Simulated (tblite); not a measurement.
Isomers of C4H15NOSi3. Calculated harmonic vibrations of the isolated species, GFN2-xTB (tblite), most abundant isotopes, no scaling. Errors from tens to a few hundred cm⁻¹ against measured bands are possible. Modes of hydrogen on silicon can be 10 to 20 % off. One conformer each.

Electronic energies: GFN2-xTB at the same geometries; isomer energies are rough at this level and their order can be wrong.

| SMILES | electronic energy, lowest = 0 (kJ/mol) |
| --- | --- |
| N[SiH2][SiH2]O[SiH]1CCCC1 | 122.6 |
| CC[C@@H]1C[SiH2]N[Si@H]1O[SiH3] | 0.0 |
| C=C[Si@@H](CC)N([SiH3])[SiH2]O | 213.4 |
| C=CC[Si@@](N)(C[SiH3])O[SiH3] | 208.4 |
| [SiH3]C[Si@]1(N[SiH3])CCCO1 | 189.7 |

Q: How do GFN2-xTB zero-point energies change the relative energies?

A: 
```
                         SMILES  ZPE (kJ/mol)  of it from modes above 1550 cm⁻¹  electronic (kJ/mol)  with ZPE, lowest = 0 (kJ/mol)  lowest mode (cm⁻¹)  rings
CC[C@@H]1C[SiH2]N[Si@H]1O[SiH3]         472.9                             243.9                  0.0                            0.0                 14i      1
      N[SiH2][SiH2]O[SiH]1CCCC1         478.1                             249.1                122.6                          127.7                  8i      1
    [SiH3]C[Si@]1(N[SiH3])CCCO1         469.4                             243.4                189.7                          186.1                  37      1
  C=CC[Si@@](N)(C[SiH3])O[SiH3]         458.0                             259.4                208.4                          193.5                  25      0
 C=C[Si@@H](CC)N([SiH3])[SiH2]O         461.0                             256.9                213.4                          201.5                   7      0
```

The zero-point energies span 20.1 kJ/mol, from `C=CC[Si@@](N)(C[SiH3])O[SiH3]` to `N[SiH2][SiH2]O[SiH]1CCCC1`. Slightly imaginary modes are left out of the zero-point energy: `CC[C@@H]1C[SiH2]N[Si@H]1O[SiH3]` 13.5i cm⁻¹ and `N[SiH2][SiH2]O[SiH]1CCCC1` 7.6i cm⁻¹. The order is unchanged.
